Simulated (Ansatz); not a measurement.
`OCB[SiH3]` + `BSCS` → `BSCB[SiH3]` + `OCS`  (formal exchange of groups at a B–C bond)

Isolated molecules relaxed with PBE0-D4/def2-TZVP in Ansatz; ΔE leaves out vibrations. CCSD(T)/CBS is the MP2 limit (def2-TZVPP, def2-QZVPP) plus CCSD(T) − MP2 in def2-TZVPP, frozen cores. Functionals use def2-TZVPP. B3LYP here is the variant with VWN-RPA as its local correlation; programs differ in this. One conformer a species, not always the lowest.

```json
{"level": "B3LYP-D4", "ΔE (kJ/mol)": "-6.5"}
{"level": "SCS-MP2/def2-TZVPP", "ΔE (kJ/mol)": "-7.8"}
{"level": "HF/CBS(def2)", "ΔE (kJ/mol)": "-6.9"}
{"level": "CCSD/CBS(def2)", "ΔE (kJ/mol)": "-8.0"}
```

What does CCSD(T)/CBS give? (Best estimate.)

Ansatz gave: -8.3 kJ/mol. The listed levels differ from it by 1.8, 0.5, 1.4, 0.3 kJ/mol.

Largest T1 diagnostic among the species: 0.014.
